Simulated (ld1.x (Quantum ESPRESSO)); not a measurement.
**PBE TM dataset for calcium (Ca), scalar-relativistic all-electron reference.**

| Quantity | Value |
| --- | --- |
| Element | Ca (Z = 20) |
| Generator | ld1.x (Quantum ESPRESSO) 7.5 |
| Type | norm-conserving Troullier–Martins (Kleinman–Bylander form) |
| Functional | PBE |
| Relativity | scalar-relativistic |
| Frozen core | [Ne] |
| Valence charge | 10 |
| Reference configuration | 3s2 3p6 3d0 4s2 4p0 |
| Partial waves | 3s (bound): rc 1.05 bohr; 3p (bound): rc 2.00 bohr; 3d (bound, empty): rc 2.10 bohr |
| Local potential | the d channel |
| Core correction | a·sin(br)/r model core inside 0.55 bohr |

Occupied shells without a wave of their own: 4s. They enter only through the test configuration that unscreens the potential, and ld1.x also counts them in the model core charge.

* Cutoffs needed: 90 Ry and 140 Ry (the cutoffs (Ry, on a coarse ladder) from which the occupation-weighted sum of valence levels, in a spherical-Bessel basis at the reference potential, stays within 10 and 1 mRy of its value at 400 Ry)
* Ghost test: no extra level below or beside the all-electron valence levels (s, p, d, f tested) (spherical-Bessel basis up to 400 Ry, 20 bohr box)
* Largest excitation error: -502 meV (all-electron minus pseudo) for 3s2 3p6 3d0 4s0 4p0, out of 7 test configurations

ld1.x takes every shell without a wave as core, so the model core holds the 4s electrons as well and exchange and correlation see them twice. This cancels in the reference configuration, but the file is broken for other ones, and its errors say nothing about a proper core correction.
